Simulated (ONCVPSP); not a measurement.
magnesium (Mg): one change to an ONCV potential, before and after

Mg (Z = 12), optimised norm-conserving Vanderbilt (ONCV), made with ONCVPSP 4.0.1 (LDA (Perdew-Wang 92), scalar-relativistic). Core [He], reference 2s2 2p6 3s1 3p1. Waves: 2s+3s: rc 1.15 bohr, ncon 3, nbas 7, qcut 8.7 1/bohr, 2 projectors; 2p+3p: rc 1.05 bohr, ncon 4, nbas 9, qcut 11.2 1/bohr, 2 projectors; d scattering state at 0.42 Ha: rc 1.20 bohr, ncon 4, nbas 8, qcut 7.2 1/bohr, 2 projectors, debl 2.4 Ha. Local part: polynomial inside 0.95 bohr (lpopt 5, dvloc0 0 Ha). Core correction: Teter function fitted to the true core (icmod 2), fcfact 0.5.

All-electron outer shells of the reference configuration (LDA (PZ), scalar-relativistic, ld1.x):

```json
{"shell": "1s", "level (eV)": "-1255.52", "outermost node (bohr)": "–", "outermost maximum (bohr)": "0.09"}
{"shell": "2s", "level (eV)": "-81.35", "outermost node (bohr)": "0.18", "outermost maximum (bohr)": "0.55"}
{"shell": "2p", "level (eV)": "-48.76", "outermost node (bohr)": "–", "outermost maximum (bohr)": "0.48"}
{"shell": "3s", "level (eV)": "-5.77", "outermost node (bohr)": "0.90", "outermost maximum (bohr)": "2.44"}
{"shell": "3p", "level (eV)": "-2.13", "outermost node (bohr)": "0.95", "outermost maximum (bohr)": "3.33"}
```

Change: s: qcut 12.4; p: qcut 16; d: qcut 10.3.

Cutoffs: the cutoffs (Ha) at which the residual kinetic energy of the hardest occupied pseudo-wave falls to 1 and 0.1 mHa per electron; they do not see the model core or the augmentation charge, which bear on the density cutoff. Errors are all-electron minus pseudo energies relative to the spin-unpolarised reference configuration.

**Question.** What does the change do?

**Answer.** The potential gets harder (56 Ha and 86 Ha → 82 Ha and 95 Ha); of the 4 tests that both files solve, the error grows in 0 and shrinks in 1 by more than 15 % and 0.3 meV (median size 0.4 → 0.3 meV); neither file shows a bound ghost.

| quantity | base | changed |
| --- | --- | --- |
| cutoff, loose | 56 Ha | 82 Ha |
| cutoff, tight | 86 Ha | 95 Ha |
| loose cutoff by channel | s 22 Ha, p 56 Ha | s 31 Ha, p 82 Ha |
| bound ghosts | none | none |
| GHOST(+) flags under 300 eV | none | none |
| error for 2s2 2p6 3s2 3p0, meV [ΔE -3.52 eV] | -0.1 | +0.1 |
| error for 2s2 2p6 3s1 3p0, meV [ΔE 4.55 eV] | +0.1 | +0.1 |
| error for 2s2 2p6 3s0 3p0, meV [ΔE 19.59 eV] | -0.7 | -0.4 |
| error for 2s1 2p6 3s2 3p0, meV [ΔE 87.40 eV] | -291 | -170 |
| s: phases at 1.17 bohr within 0.05 rad from the reference energy up to (Ha; the scan ends near 5) | to the end of the scan | to the end of the scan |
| p: phases at 1.07 bohr within 0.05 rad from the reference energy up to (Ha; the scan ends near 5) | to the end of the scan | to the end of the scan |
| d: phases at 1.22 bohr within 0.05 rad from the reference energy up to (Ha; the scan ends near 5) | to the end of the scan | to the end of the scan |
| rms error of d²Exc/dni dnj with the model core, mHa | 0.92 | 1.16 |
